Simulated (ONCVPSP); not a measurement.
# Varying the ONCV potential for antimony (Sb)

Base potential:

Sb, optimised norm-conserving Vanderbilt (ONCV), made with ONCVPSP 4.0.1 (PBE, scalar-relativistic). Core [Kr] 4d10, reference 5s1 5p4. Waves: 5s: rc 1.90 bohr, ncon 4, nbas 7, qcut 2.8 1/bohr, 1 projector; 5p: rc 2.55 bohr, ncon 5, nbas 9, qcut 3.3 1/bohr, 1 projector; d scattering state at 0.26 Ha: rc 1.95 bohr, ncon 4, nbas 9, qcut 4.6 1/bohr, 2 projectors, debl 3.3 Ha. Local part: polynomial inside 1.70 bohr (lpopt 5, dvloc0 1 Ha). Core correction: Teter function, fcfact 4, rcfact 1.05.

All-electron outer shells of the reference configuration (PBE, scalar-relativistic, ld1.x):

```tsv
shell	level (eV)	outermost node (bohr)	outermost maximum (bohr)
4p	-103.25	0.39	0.76
4d	-34.91	0.38	0.84
5s	-13.62	0.95	1.88
5p	-5.41	1.04	2.32
```

Cutoffs, loose and tight: the cutoffs (Ha) at which the residual kinetic energy of the hardest occupied pseudo-wave falls to 1 and 0.1 mHa per electron. They do not see the model core or the augmentation charge, which bear on the density cutoff. Test errors are all-electron minus pseudo excitation energies from the reference, over the configurations 5s2 5p3; 5s2 5p2; 5s2 5p1; 5s2 5p0. A dash means not determined; rows that change the core or the reference have their own tests.

For the base: The cutoffs count occupied waves only; projector 2 of the d channel, the hardest unoccupied one, needs 101 Ha at the loose tolerance.

A true bound ghost makes a file unfit for plane-wave use even where its test errors are small: the radial tests pick states by their node count and pass the ghost by.

```csv
change,outcome,"cutoff, loose","cutoff, tight",bound ghosts,GHOST(+) flags above zero,largest test error (meV)
base,generated,25 Ha,32 Ha,s,d,+111
p: qcut 2.1,generated,25 Ha,35 Ha,s,d,+108
p: qcut 2.4,generated,25 Ha,35 Ha,s,d,+108
p: qcut 2.6,generated,25 Ha,35 Ha,s,d,+109
p: qcut 3.2,generated,25 Ha,32 Ha,s,d,+111
p: qcut 3.5,generated,25 Ha,32 Ha,s,d,+112
p: qcut 3.9,generated,25 Ha,32 Ha,s,d,+114
p: qcut 4.1,generated,25 Ha,32 Ha,s,d,+116
p: qcut 4.6,generated,25 Ha,32 Ha,s,d,+118
p: qcut 4.9,generated,25 Ha,32 Ha,s,d,+118
```

Reading the sweep of the qcut of the p channel (base included, trends over the rows without a ghost): Bound ghosts are found at 2.1, 2.4, 2.6, 3.2, 3.3, 3.5, 3.9, 4.1, 4.6, 4.9 1/bohr. Every judged row has one, so this setting neither creates nor removes them.
